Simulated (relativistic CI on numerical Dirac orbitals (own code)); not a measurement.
**Co3+ in a cubic cluster: 2p photoemission with charge transfer**

Computed with a charge-transfer multiplet model of a cubic metal-ligand cluster with up to 2 ligand holes, Slater and spin-orbit integrals from Dirac-Coulomb-Breit ions, Slater integrals scaled by 0.7. The ground state mixes d6 with configurations of k ligand holes L, whose averages lie at kΔ + k(k − 1)U_dd/2; a core hole lowers each added d electron by U_cd. 300 K, Lorentzian 0.6 eV and Gaussian 0.8 eV FWHM.

Atomic integrals in eV (Slater integrals scaled, ζ unscaled), ground: F2dd 8.824, F4dd 5.512, zeta_d 0.071; with the core hole: F2dd 10.024, F4dd 6.297, zeta_d 0.102, zeta_core 9.658, F2cd 6.005, G1cd 4.623, G3cd 2.630.

Cluster parameters (eV): Δ = -0.6, U_dd = 7.8, U_cd = 9.1, 10Dq(ligand) = 0.8, V(eg) = 1.85, V(t2g) = -0.8, final-state hopping factor = 1.

```
          Case   n_d    d6   d7L  d8L2     S
10Dq = 1.25 eV  6.76  0.32  0.59  0.09  0.06
10Dq = 1.85 eV  6.73  0.35  0.57  0.08  0.02
10Dq = 2.15 eV  6.71  0.36  0.56  0.08  0.02
```

Weights, n_d and S are thermal averages at 300 K. Binding energies count from the first peak over 30 % of the highest in each spectrum, which can be another peak from case to case. The parameters are a model scan and need not match a compound or its usual spin state. Peaks in eV (height, largest 100):
- 10Dq = 1.25 eV: 0.0 (100), 3.0 (19), 4.6 (14), 8.2 (13), 9.8 (20), 15.2 (46), 16.6 (27), 19.5 (8), 24.6 (14)
- 10Dq = 1.85 eV: 0.0 (100), 2.9 (16), 9.7 (20), 15.2 (51), 16.6 (23), 19.6 (7), 24.3 (13), 31.5 (5)
- 10Dq = 2.15 eV: 0.0 (100), 3.0 (15), 4.1 (13), 9.7 (20), 15.2 (52), 19.6 (7), 24.2 (12), 31.3 (6)

Curve for 10Dq = 2.15 eV (points under 2 left out, the grid thinned):

```tsv
E (eV)	Intensity
-2.8	2.1
-2.1	3.7
-1.4	8.5
-0.6	44.8
0.1	99.5
0.8	35.1
1.6	12.3
2.3	11.8
3.0	14.8
3.7	13.2
4.4	12.9
5.2	10.9
5.9	8.3
6.6	6.9
7.4	8.8
8.1	12.4
8.8	14.4
9.5	19.2
10.2	16.0
11.0	8.8
11.7	6.9
12.4	5.2
13.2	5.0
13.9	8.2
14.6	29.1
15.3	50.7
16.0	24.9
16.8	19.7
17.5	11.4
18.2	6.7
19.0	6.3
19.7	6.9
20.4	5.1
21.1	3.7
21.8	4.0
22.6	4.0
23.3	7.3
24.0	11.9
24.8	10.0
25.5	5.9
26.2	3.0
30.7	3.3
31.4	5.8
32.2	3.3
32.9	2.1
```

For the case 10Dq = 1.25 eV, Δ = -0.6 eV is smaller than U_dd = 7.8 eV, the charge-transfer side of the Zaanen-Sawatzky-Allen scheme (negative Δ: between configuration averages a ligand hole costs less than the nominal valence; multiplet and field energies can change this for the lowest states). With the core hole the average of the configuration with one ligand hole lies at Δ − U_cd = -9.7 eV before mixing: it lies below the unscreened one, so the lowest final states are mostly screened and the unscreened weight appears at higher binding energy as a satellite.

With at most 2 ligand holes the space is cut while the next configuration still counts, so covalency is underestimated, and a final configuration with one more ligand hole, which can lie low, is missing from the spectra.
